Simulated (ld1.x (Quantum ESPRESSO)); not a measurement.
Before and after: TM potential for N

| Item | Value |
| --- | --- |
| Element | N |
| Generator | ld1.x (Quantum ESPRESSO) 7.5 |
| Type | norm-conserving Troullier–Martins (Kleinman–Bylander form) |
| Functional | LDA (PZ) |
| Relativity | non-relativistic |
| Frozen core | [He] |
| Valence charge | 5 |
| Reference configuration | 2s2 2p3 |
| Partial waves | 2p (bound): rc 1.75 bohr; 2s (bound): rc 0.85 bohr |
| Local potential | the s channel |
| Core correction | a·sin(br)/r model core inside 0.80 bohr |

Change: reference 2s2 2p2.

Cutoffs: the cutoffs (Ry, on a coarse ladder) from which the occupation-weighted sum of valence levels, in a spherical-Bessel basis at the reference potential, stays within 10 and 1 mRy of its value at 400 Ry; they do not see the model core or the augmentation charge, which bear on the density cutoff. Errors are all-electron minus pseudo energies relative to the spin-unpolarised reference configuration.

**Question.** What does the change do?

**Answer.** The potential gets neither clearly harder nor softer (55 Ry and 140 Ry → 55 Ry and 140 Ry); the range in which the p phases agree narrows (upper end 2.7 → 1.7); neither file shows a bound ghost.

| quantity | base | changed |
| --- | --- | --- |
| cutoff, loose | 55 Ry | 55 Ry |
| cutoff, tight | 140 Ry | 140 Ry |
| loose cutoff by channel (10 mRy a level) | p 35 Ry, s 45 Ry | p 40 Ry, s 50 Ry |
| bound ghosts | none | none |
| largest error over its own tests, meV | +1036 | +1384 |
| s: phases at 1.91 bohr within 0.05 rad from the reference energy up to (Ry; the scan ends near 5) | 3.7 | 2.7 |
| p: phases at 1.91 bohr within 0.05 rad from the reference energy up to (Ry; the scan ends near 5) | 2.7 | 1.7 |
